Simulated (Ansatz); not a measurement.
Geometry optimisation, Ansatz 0.2.0, UKS PBE-D4/def2-SVP.

input.yaml

```yaml
crystal:
  periodic: [false, false, false]
  atoms:
    - { symbol: C, position_ang: [-1.3067, 0.7062, -0.2326] }
    - { symbol: B, position_ang: [-0.4973, -0.5349, 0.1116] }
    - { symbol: Si, position_ang: [1.4025, -0.3952, 0.2622] }
    - { symbol: Cl, position_ang: [2.4141, -1.6449, -1.1342] }
    - { symbol: H, position_ang: [-1.2095, 1.5174, 0.5203] }
    - { symbol: H, position_ang: [-1.0321, 1.17, -1.2277] }
    - { symbol: H, position_ang: [-1.61721, -0.23135, 0.26178] }
    - { symbol: H, position_ang: [-0.9842, -1.5585, 0.2681] }
    - { symbol: H, position_ang: [1.8446, -0.7831, 1.6727] }
    - { symbol: H, position_ang: [1.8536, 0.9936, 0.0545] }
magnetization:
  spin_polarized: true
basis:
  gaussian: { orbitals: def2-SVP }
hamiltonian:
  xc: pbe
  dispersion: d4
relax:
  f_tol: 0.02
  max_steps: 50
```

Launched with:

```bash
$ ansatz run input.yaml --threads 2 --pin off --max-ram 3072MiB --backend cpu --events-out ev --progress --plain --runs-dir out
```

Question: Where does it end, and by what steps?

Answer: The run converged. After 10 steps the energy has fallen by 4.126 eV; H7 moved furthest, 1.03 Å. Parted: B2–H7 (1.17 → 2.26 Å).

```tsv
step	energy less start (eV)	largest force component (eV/Å)	accepted
0	0.0000	7.304	yes
1	-1.5633	4.387	yes
2	-2.6374	2.407	yes
3	-3.3498	2.075	yes
4	-3.7914	1.308	yes
5	-3.9950	0.696	yes
6	-4.0854	0.512	yes
7	-4.1156	0.318	yes
8	-4.1238	0.149	yes
9	-4.1257	0.071	yes
10	-4.1263	0.019	yes
```

```xyz
10
Properties=species:S:1:pos:R:3
C -1.380 0.620 -0.048
B -0.394 -0.575 0.076
Si 1.605 -0.386 0.334
Cl 2.574 -1.629 -1.058
H -1.047 1.593 0.363
H -1.406 0.757 -1.163
H -2.428 0.404 0.244
H -0.808 -1.715 -0.053
H 1.997 -0.834 1.722
H 2.155 1.004 0.140
```

Run time: 28 s on 2 threads of Arm Neoverse V2, with other jobs on the host, peak memory 0.17 GiB.
